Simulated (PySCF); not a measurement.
A spin–spin coupling run with PySCF 2.14 (density fitting, non-relativistic, gas phase) on `BNBF`, B$_{2}$FH$_{4}$N:

```
{"job": {"kind": "j", "xc": "B3LYP", "basis": "pcJ-1"}, "charge": 0, "multiplicity": 1}
B      1.254189     0.287242    -0.090220
N      0.009821    -0.361146    -0.261298
B     -1.240805     0.107880     0.228899
F     -2.329129    -0.611516    -0.015055
H      2.251043    -0.210325    -0.556932
H      1.288691     1.327159     0.520762
H     -0.009639    -1.236902    -0.778446
H     -1.335823     1.132537     0.854073
```

Hardware: 1 thread of an Arm Neoverse V1, shared host. The job also computes field gradients.

Task: How large is the calculation?

Result: 30 electrons, 148 basis functions and 522 auxiliary functions.

Task: How long does it take?

Result: 10 s of wall time, with 13 SCF cycles. Times on a shared host scatter by some tens of per cent.

Task: And these other runs on the same molecule and hardware: GIAO shielding at PBE0/pcSseg-1; GIAO shielding at wB97X-D/pcSseg-2?

Result: PBE0/pcSseg-1: 88 functions, 3.9 s; wB97X-D/pcSseg-2: 200 functions, 14 s.
